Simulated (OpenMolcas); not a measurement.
**Er²⁺: effect of the level shift or regulariser**

```
Program             : OpenMolcas
Basis               : ANO-R3 [10s8p5d5f3g2h]
Scalar Hamiltonian  : X2C, finite nucleus
Active space        : 12 electrons in 7 orbitals (4f)
State averaging     : 2S+1 = 3 even, 21 roots; 2S+1 = 1 even, 28 roots (27 in the spin-orbit step)
Spin-orbit coupling : state interaction with AMFI integrals over the reference wave functions, term energies averaged over their components
```

Methods on the same reference wave functions:
A. CASSCF
B. SS-CASPT2, IPEA 0.25 Eh, imaginary shift 0.1 Eh (closed shells correlated: 5s 5p)
C. SS-CASPT2, IPEA 0.25 Eh, sigma2 regulariser 0.3 Eh (closed shells correlated: 5s 5p)

Energies in cm-1 above 4f12 3H6, the measured ground level; measured values from Martin, Zalubas and Hagan, Atomic Energy Levels: The Rare-Earth Elements, NSRDS-NBS 60 (1978); the list in Deprince et al., Eur. Phys. J. D 78, 105 (2024).

```json
{"Level": "4f12 3H6", "A": "0.0", "B": "0.0", "C": "0.0", "Measured": "0.0"}
{"Level": "4f12 3F4 [51 %]", "A": "6271", "B": "4890", "C": "4890", "Measured": ""}
{"Level": "4f12 3H5", "A": "7071", "B": "7100", "C": "7100", "Measured": "6970"}
{"Level": "4f12 3H4 [60 %]", "A": "11552", "B": "10890", "C": "10890", "Measured": "10785"}
{"Level": "4f12 3F3", "A": "14442", "B": "12290", "C": "12290", "Measured": "12473"}
{"Level": "4f12 3F2", "A": "15790", "B": "13210", "C": "13210", "Measured": "13220"}
{"Level": "4f12 1G4 [60 %]", "A": "19100", "B": "18630", "C": "18630", "Measured": "18384"}
{"Level": "4f12 1D2 [53 %]", "A": "31234", "B": "26150", "C": "26150", "Measured": ""}
{"Level": "4f12 1I6", "A": "37554", "B": "33480", "C": "33480", "Measured": ""}
{"Level": "4f12 3P1", "A": "41471", "B": "34660", "C": "34660", "Measured": ""}
{"Level": "4f12 3P2 [67 %]", "A": "41878", "B": "35650", "C": "35650", "Measured": ""}
{"Level": "4f12 3P0", "A": "42615", "B": "35800", "C": "35800", "Measured": ""}
```

Deviations, from unrounded energies. A percentage is the sum of absolute deviations over the sum of measured energies, with the sign that they share, or ± where signs differ.

```tsv
Against measurement	Levels	A	B	C
mean absolute deviation (cm-1)	5	1200	130	130
fine structure of the ground term (%)	2	+4.9	+1.3	+1.3
other terms of the ground configuration (%)	3	+11.9	±1.0	±1.0
```

B, C lie about equally close to measurement and A furthest from it. The largest miss of B in the table is 4f12 1G4 [60 %], by +250 cm-1. The ranking rests on the paired levels alone, and a cruder setting can come out closer through cancelling errors.

Between B and C no level of the table moves by more than 5 cm-1.

The two smallest mean deviations differ by little beside CASPT2's spread within terms, so their order carries little weight.

From A to B the spin-free energies of the other terms of 4f12 shown, above 3H, scale by factors of 0.70 to 0.95, as is usual when dynamic correlation screens the repulsion within a d or f shell.

The lowest spin-free term lies below A's lowest term by 1.228 hartree in B, 1.228 hartree in C.

Term energies are means over components that CASPT2 splits; among the terms shown or strongly mixed into the levels shown the widest spread is 1300 cm-1 (4f12 1I, B). Some high roots are left out of the spin-orbit mixing, which shifts the levels that they would mix with. Without dynamic correlation excited terms often stand tens of per cent too high (terms of higher spin than the ground term too low), and those without a measured partner can miss by more than the paired ones (holds for A). The CASPT2 spread within a term exceeds the gap to the next term for 4f12 1I and 4f12 3P, so the order of their levels is uncertain (holds for B; C). Computed and measured levels are paired by configuration, term and J; levels that our copy of the source lacks, or whose pairing is in doubt (as where it misses far off the trend of its configuration), stay unpaired and out of the deviations. Levels of configurations outside the active space are missing.

A share in square brackets marks a mixed level and gives the weight of the term that names it, the lowest over the columns.
